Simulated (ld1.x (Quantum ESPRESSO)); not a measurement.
## Ranking TM potentials for iron (Fe)

All share these settings but for the change named:

- Element: Fe
- Generator: ld1.x (Quantum ESPRESSO) 7.5
- Type: norm-conserving Troullier–Martins (Kleinman–Bylander form)
- Functional: PBEsol
- Relativity: scalar-relativistic
- Frozen core: [Ar]
- Valence charge: 8
- Reference configuration: 3d6 4s2 4p0
- Partial waves: 4s (bound): rc 2.30 bohr; 4p (bound, empty): rc 3.10 bohr; 3d (bound): rc 0.95 bohr
- Local potential: all-electron potential smoothed inside 2.30 bohr (lloc = -1)
- Core correction: Bessel-smoothed model core inside 0.60 bohr

Test errors are all-electron minus pseudo excitation energies from the reference, over 3d6 4s1 4p0; 3d6 4s0 4p0; 3d5 4s0 4p0; 3d6.5 4s1.5 4p0; 3d6 4s0 4p2; 3d5 4s2 4p0; 3d7 4s0 4p0. None of these files shows a bound ghost.

The base gives 337.2 meV.

Of 7 variants that were run, those that failed, showed a ghost or another fault, or gave nearly equal values are left out.

A variant can come out equal or close to the base, since the largest error may sit in a test that the change hardly touches while other tests move.

Task: Rank these variants by their largest absolute test error, smallest first.
A. all radii but the core radius scaled by about 1.27 (s 2.92, p 3.94, d 1.20 bohr); local potential all-electron potential smoothed inside 2.92 bohr (lloc = -1)
B. all radii but the core radius scaled by about 1.09 (s 2.50, p 3.38, d 1.04 bohr); local potential all-electron potential smoothed inside 2.50 bohr (lloc = -1)
C. all radii but the core radius scaled by about 1.37 (s 3.14, p 4.24, d 1.30 bohr); local potential all-electron potential smoothed inside 3.14 bohr (lloc = -1)
D. all radii but the core radius scaled by about 1.18 (s 2.72, p 3.68, d 1.12 bohr); local potential all-electron potential smoothed inside 2.72 bohr (lloc = -1)
E. all radii but the core radius scaled by about 0.94 (s 2.16, p 2.92, d 0.90 bohr); local potential all-electron potential smoothed inside 2.16 bohr (lloc = -1)

Result: E (325.0 meV), B (372.2 meV), D (462.5 meV), A (589.8 meV), C (759.2 meV).
